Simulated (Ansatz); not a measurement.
Gas-phase electronic energies from Ansatz, PBE0-D4/def2-TZVP geometries. CCSD(T)/CBS is the MP2 limit (def2-TZVPP, def2-QZVPP) plus CCSD(T) − MP2 in def2-TZVPP, frozen cores. This one scheme is used for every species. DFT in def2-TZVPP. One conformer a species, not always the lowest.

Consider the formal exchange of groups at the Al–Al bond: `C[BH][AlH][AlH2]` + `C[SiH3]` → `C[BH][AlH][SiH2]C` + `[AlH3]`.

`C[BH][AlH][AlH2]`:

Cartesian coordinates in Å:
```
C -0.474 2.101 0.516
B -0.962 0.836 -0.256
Al 0.237 -0.687 -1.120
Al 1.116 -2.739 0.199
H -0.633 1.851 1.579
H 0.575 2.380 0.408
H -1.106 2.977 0.340
H -2.159 0.680 -0.285
H 0.605 -0.590 -2.677
H 0.278 -4.092 0.338
H 2.523 -2.718 0.957
```

`C[SiH3]`:

Z-matrix (Å, degrees):
```
C
Si 1 1.871
H 1 1.092 2 110.8
H 1 1.092 2 110.8 3 -120.0
H 1 1.092 2 110.8 3 120.0
H 2 1.488 1 110.7 3 -179.9
H 2 1.488 1 110.7 3 -59.9
H 2 1.488 1 110.7 3 60.1
```

`C[BH][AlH][SiH2]C`:

Cartesian coordinates in Å:
```
C -1.179 -1.052 2.323
B -1.605 -0.903 0.831
Al -1.376 0.816 -0.396
Si 0.747 1.291 -1.563
C 2.110 0.030 -1.235
H -1.020 -0.136 2.894
H -1.808 -1.740 2.896
H -0.198 -1.556 2.255
H -2.016 -1.912 0.310
H -2.581 1.843 -0.618
H 1.243 2.646 -1.164
H 0.511 1.369 -3.038
H 1.803 -0.967 -1.560
H 3.027 0.293 -1.767
H 2.342 -0.023 -0.168
```

`[AlH3]`:

```xyz
4

Al    0.000    0.000    0.000
H     1.098    0.912    0.691
H    -0.586    0.400   -1.418
H    -0.512   -1.313    0.728
```

```json
{"level": "PBE-D4", "ΔE (kJ/mol)": "10.2"}
{"level": "r2SCAN-D4", "ΔE (kJ/mol)": "9.2"}
{"level": "HF/def2-TZVPP", "ΔE (kJ/mol)": "14.3"}
{"level": "CCSD/CBS(def2)", "ΔE (kJ/mol)": "9.5"}
```

(1) What does CCSD(T)/CBS give? (An estimate is asked.)

Largest T1 diagnostic among the species: 0.013.

## Answers

(1) The calculation gave: +8.5 kJ/mol. The listed levels differ from it by 1.7, 0.7, 5.8, 1.0 kJ/mol.

The D4 term adds −4.7 kJ/mol with B3LYP and −2.9 kJ/mol with PBE0; it sums over pairs of atoms, weighted by their polarisabilities, and B3LYP, whose exchange is more repulsive, gets the larger term. In def2-TZVPP, CCSD(T) changes the Hartree–Fock value by −4.6 kJ/mol (the triples alone add −1.0 kJ/mol) and MP2 by −8.5 kJ/mol.

B3LYP here is the variant with VWN-RPA as its local correlation; programs differ in this.
